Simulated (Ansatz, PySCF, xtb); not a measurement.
Complex: H5NSi (SMILES N[SiH3]) (first 7 atoms) with CH4 (SMILES C); geometry from B3LYP-D3(BJ)/def2-TZVP, rigid monomers moved along the line of their centres of mass till H4···C8 is 3.23 Å.
(charge 0, multiplicity 1):
```xyz
12

N      0.9059    -0.3791     0.2064
Si    -0.6519     0.3262    -0.0057
H      1.6797    -0.0661    -0.3585
H      1.2172    -0.6469     1.1268
H     -0.8403     1.6741     0.5991
H     -0.8857     0.4544    -1.4627
H     -1.6618    -0.5685     0.6048
C      0.2464    -0.1218     4.1591
H      1.2966    -0.4126     4.1750
H      0.1380     0.8297     3.6406
H     -0.3402    -0.8857     3.6500
H     -0.1117    -0.0189     5.1823
```

Counterpoise-corrected where a basis set is named; no monomer relaxation. Rows marked so take none.

Rows in 6-31G* carry no dispersion term and start afresh at each structure (6-31G* with six Cartesian d functions).

Run with Ansatz (Gaussian orbitals); PySCF for 6-31G* rows, the dispersion terms; xtb for the GFN methods. Each number belongs to the level named beside it.

Question: One of these levels gives -1.26 kcal/mol for the interaction energy. Which one is it?
(A) BP86/6-31G* (no counterpoise)
(B) PBE-D4/def2-TZVPPD
(C) GFN-FF

Answer: B, PBE-D4/def2-TZVPPD. The others give -0.71 (GFN-FF), 0.15 (BP86/6-31G* (no counterpoise))

Ansatz is a program for electronic structure.
